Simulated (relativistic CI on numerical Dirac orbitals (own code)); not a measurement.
# Tc⁷⁺: L2,3 absorption edge

Computed with this model: Dirac-Coulomb-Breit CI, orbitals from a KLI potential per configuration, model QED (radiative potential, 1s self-energy scaled to tabulated hydrogen-like ionisation energies), valence Slater integrals scaled by 0.8, multiplet model of core-to-valence dipole absorption; configurations [Ar] 3d10 4s2 4p6 → [He] 2s2 2p5 3s2 3p6 3d10 4s2 4p6 4d; 10 K; Lorentzian 0.96 eV and Gaussian 0.5 eV FWHM. Energies are those of the free ion, without screening or charge transfer. The branching ratio is the share of the lower-energy edge in the whole absorption, uncertain by about 0.02 where the edges overlap. S is read from ⟨S²⟩ = S(S + 1).

Field parameters in Wybourne normalisation: Oh B⁴₀ = 21Dq, B⁴₄ = √(5/14) B⁴₀. The field is a parameter set, without covalency.

Peaks in eV (height, largest 100): 2694.5 (64), 2698.1 (100), 2810.6 (47), 2814.3 (34).

Q: Which surroundings give this spectrum?
A. Oh, 10Dq = 40650 cm⁻¹
B. Oh, 10Dq = 19250 cm⁻¹
C. Oh, 10Dq = 8500 cm⁻¹
D. Oh, 10Dq = 29950 cm⁻¹

A: D. Oh, 10Dq = 29950 cm⁻¹, where the ground state has S = 0.00.
